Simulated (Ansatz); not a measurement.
Consider the formal exchange of groups at a B–O bond: `BO[SiH](O)[SiH3]` + `CC(=N)CF` → `BC(=N)CF` + `CO[SiH](O)[SiH3]`.

Calculated with Ansatz (gas phase, PBE0-D4/def2-TZVP geometries, no zero-point term in ΔE). CCSD(T)/CBS adds triple-zeta CCSD(T) − MP2 to the extrapolated MP2 energy (def2 sets, frozen cores). Functionals use def2-TZVPP. B3LYP here is the variant with VWN-RPA as its local correlation; programs differ in this. One conformer a species, not always the lowest.

```tsv
level	ΔE (kJ/mol)	difference from CCSD(T)/CBS
r2SCAN-D4	227.0	0.1
ωB97X-V	221.5	-5.4
ωB97M-V	226.1	-0.8
B2PLYP	224.2	-2.7
B3LYP	219.4	-7.5
SCS-MP2/def2-TZVPP	225.5	-1.4
HF/def2-QZVPP	221.5	-5.4
SCS-MP2/def2-QZVPP	226.8	-0.1
HF/CBS(def2)	221.6	-5.3
MP2/CBS(def2)	233.7	6.8
CCSD(T)/CBS	226.9	0
```

Largest T1 diagnostic among the species: 0.014.

In def2-TZVPP, CCSD(T) changes the Hartree–Fock value by +4.8 kJ/mol (the triples alone add +0.6 kJ/mol) and MP2 by +11.6 kJ/mol. From PBE to PBE0 (25 % exact exchange), in def2-TZVPP and without D4, ΔE moves by +5.0 kJ/mol.
